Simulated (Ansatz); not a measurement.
`C=C[SiH](C)F` at its PBE0-D4/def2-TZVP geometry, where that method's forces vanish. The species carries charge 0 and has multiplicity 1.

```tsv
atom	x (Å)	y (Å)	z (Å)
C1	0.334	0.968	-1.985
C2	0.025	-0.094	-1.246
Si3	0.582	-0.255	0.513
C4	-0.833	-0.467	1.694
F5	1.526	-1.549	0.652
H6	0.951	1.773	-1.594
H7	-0.009	1.086	-3.009
H8	-0.595	-0.871	-1.694
H9	1.407	0.936	0.848
H10	-0.471	-0.596	2.717
H11	-1.484	0.411	1.670
H12	-1.433	-1.342	1.433
```

Problem. For each bond, give half the difference of the two atoms' forces along it (eV/Å; positive pushes the atoms apart) under PBE-D4, r2SCAN-D4, B3LYP-D4, ωB97M-V in def2-TZVPP. (Estimate.)

Solution. Computed: 
```json
{"bond": "C1–C2", "length (Å)": "1.331", "PBE-D4": "0.35", "r2SCAN-D4": "0.20", "B3LYP-D4": "0.12", "ωB97M-V": "0.03"}
{"bond": "C1–H6", "length (Å)": "1.087", "PBE-D4": "0.03", "r2SCAN-D4": "-0.05", "B3LYP-D4": "-0.07", "ωB97M-V": "-0.05"}
{"bond": "C1–H7", "length (Å)": "1.087", "PBE-D4": "0.01", "r2SCAN-D4": "-0.07", "B3LYP-D4": "-0.10", "ωB97M-V": "-0.06"}
{"bond": "C2–Si3", "length (Å)": "1.851", "PBE-D4": "-0.18", "r2SCAN-D4": "-0.07", "B3LYP-D4": "0.01", "ωB97M-V": "0.03"}
{"bond": "C2–H8", "length (Å)": "1.089", "PBE-D4": "0.06", "r2SCAN-D4": "-0.02", "B3LYP-D4": "-0.08", "ωB97M-V": "-0.07"}
{"bond": "Si3–C4", "length (Å)": "1.855", "PBE-D4": "-0.06", "r2SCAN-D4": "-0.01", "B3LYP-D4": "0.07", "ωB97M-V": "0.01"}
{"bond": "Si3–F5", "length (Å)": "1.607", "PBE-D4": "0.51", "r2SCAN-D4": "0.04", "B3LYP-D4": "0.18", "ωB97M-V": "0.16"}
{"bond": "Si3–H9", "length (Å)": "1.487", "PBE-D4": "0.03", "r2SCAN-D4": "-0.03", "B3LYP-D4": "-0.13", "ωB97M-V": "-0.18"}
{"bond": "C4–H10", "length (Å)": "1.093", "PBE-D4": "0.11", "r2SCAN-D4": "-0.01", "B3LYP-D4": "-0.04", "ωB97M-V": "-0.05"}
{"bond": "C4–H11", "length (Å)": "1.093", "PBE-D4": "0.10", "r2SCAN-D4": "-0.02", "B3LYP-D4": "-0.05", "ωB97M-V": "-0.04"}
{"bond": "C4–H12", "length (Å)": "1.093", "PBE-D4": "0.11", "r2SCAN-D4": "0.00", "B3LYP-D4": "-0.04", "ωB97M-V": "-0.04"}
```

B3LYP here is the variant with VWN-RPA as its local correlation; programs differ in this.
